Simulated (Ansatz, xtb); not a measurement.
# Relative energy of two isomers of ClFGeH4Si

Structure a: `[F][GeH2][SiH2]Cl`, a singlet. Structure b: `F[SiH2][GeH2][Cl]`, a singlet. Both are isolated molecules in the gas phase, relaxed with PBE0-D3(BJ)/def2-SVP; the shapes shown needn't be the lowest conformers.

a (Å):

```xyz
8

Cl    4.1540   -1.3186   -1.3781
F     2.9357    1.9785    0.7690
Ge    2.1107    0.4556    1.0184
Si    2.1994   -0.7061   -1.0625
H     0.6775    0.8166    1.4546
H     2.8702   -0.2692    2.1427
H     1.7778    0.1791   -2.1837
H     1.3203   -1.9108   -1.0150
```

b (Å):

```csv
atom,x (Å),y (Å),z (Å)
Cl,3.0229,-2.2172,0.7638
F,-0.1698,-0.5650,-1.1658
Ge,2.8890,-0.2102,-0.0630
Si,0.5744,0.3482,-0.0420
H,-0.0130,0.0454,1.2921
H,0.3646,1.7831,-0.3923
H,3.5012,-0.2635,-1.4721
H,3.7301,0.7039,0.8462
```

**Question.** Estimate which is lower in electronic energy at CCSD(T)/def2-SVP + ΔMP2/def2-TZVPP, and by roughly how much.

**Answer.** The CCSD(T)/def2-SVP + ΔMP2/def2-TZVPP calculation puts structure b lower, by 0.531 eV.

How the difference moves with the method:

```tsv
level	geometry	E(b) − E(a) (eV)	departure from the last row (eV)	job, with rough time for the two
GFN2-xTB	GFN2-xTB	−0.615	−0.084	optimisation, 0.14 s
HF/STO-3G	GFN2-xTB	−0.587	−0.056	single point, 0.42 s
r2SCAN-D4/def2-SVP	GFN2-xTB	−0.450	+0.081	single point, 2.1 s
PBE0-D3(BJ)/def2-SVP	PBE0-D3(BJ)/def2-SVP	−0.425	+0.107	optimisation, 35 s
HF/def2-SVP	PBE0-D3(BJ)/def2-SVP	−0.474	+0.058	part of the CCSD(T) run
MP2/def2-SVP	PBE0-D3(BJ)/def2-SVP	−0.431	+0.100	part of the CCSD(T) run
CCSD(T)/def2-SVP	PBE0-D3(BJ)/def2-SVP	−0.425	+0.106	single point
CCSD(T)/def2-SVP + ΔMP2/def2-TZVPP	PBE0-D3(BJ)/def2-SVP	−0.531		single point, 23 s
```

As drawn, b has 1 F–Si, 1 Cl–Ge in place of 1 F–Ge, 1 Cl–Si.

The levels shown agree on the order. The largest departure from CCSD(T)/def2-SVP + ΔMP2/def2-TZVPP is that of PBE0-D3(BJ)/def2-SVP, 0.107 eV. The last row adds to CCSD(T) the change of the MP2 difference between the two basis sets, here −0.106 eV.

With harmonic frequencies from PBE0-D3(BJ)/def2-SVP (ideal gas, rigid rotor, one conformer each, 298.15 K, 1 atm): on the last row, ΔE + ΔZPE = −0.523 eV. A mode under 50 cm⁻¹ makes harmonic enthalpies and free energies unreliable, so none is given.

The correlated steps freeze 20 core orbitals; the filled d shell of Ge is correlated, in a basis made for valence electrons. Programs: Ansatz 0.2.0, xtb 6.7.1; the last row on 2 threads of Intel(R) Xeon(R) 6975P-C (Granite Rapids) on a shared host.
